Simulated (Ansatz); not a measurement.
Species: diboron tetrafluoride, B₂F₄ (charge 0, singlet). 
Structure (B3LYP-D3(BJ)/def2-TZVP (Ansatz, a first-principles code) minimum search):
```xyz
6

F     -1.5495    -0.8754     0.7120
B     -0.8563    -0.0458    -0.0490
F     -1.5426     0.7102    -0.8889
B      0.8563     0.0458     0.0490
F      1.6339    -0.7156    -0.7017
F      1.4582     0.8808     0.8786
```
Charge 0, spin multiplicity 1.

Quantity: vertical triplet-singlet gap (E(triplet) - E(singlet); each state is the SCF solution reached for its spin; the molecule has degenerate orbitals, so one determinant may break the symmetry), in eV. Correlated levels leave the core frozen unless marked. UHF or UKS for open shells. Spin-orbit coupling is left out. Non-relativistic. 

```tsv
level	program	vertical triplet-singlet gap (eV)
HF/aug-cc-pVTZ	Ansatz	6.73
SVWN5/def2-TZVPD	Ansatz	5.86
PBE/def2-TZVPD	Ansatz	5.81
r2SCAN/def2-TZVPD	Ansatz	5.99
PBE0/def2-TZVPD	Ansatz	6.25
wB97M-V/def2-TZVPD	Ansatz	6.72
wB97X-V/def2-TZVPD	Ansatz	6.70
MP2/aug-cc-pVDZ	Ansatz	6.96
CCSD(T)/aug-cc-pVDZ	Ansatz	6.91
```
